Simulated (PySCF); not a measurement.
arsine (AsH₃), SMILES [AsH3]. Atoms are numbered in the order given.

```xyz
4

As     0.0000     0.0000     0.0723
H     -1.0974    -0.6336    -0.7954
H      0.0000     1.2671    -0.7954
H      1.0974    -0.6336    -0.7954
```
Charge 0, spin multiplicity 1.

Coordinates come from a PBE-D3(BJ)/def2-TZVPD optimisation.

Two levels are set side by side: PBE/pcSseg-2 (PySCF) and PBE0/pcSseg-2 (PySCF). GIAO shifts against AsH3 (⁷⁵As), TMS (¹H) at the same level; non-relativistic, no solvent, atoms listed together averaged. Differences are taken from unrounded values.

| quantity | PBE0 | PBE | PBE minus PBE0 |
|---|---|---|---|
| δ(⁷⁵As) of As1 (ppm) | 0.9 | 1.6 | 0.7 |
| δ(¹H) of H2, H3, H4 (ppm) | 2.79 | 2.69 | -0.10 |

Rough cost on one machine, each run with all the roots and properties that it gave: PBE0 against PBE within a factor of 2.
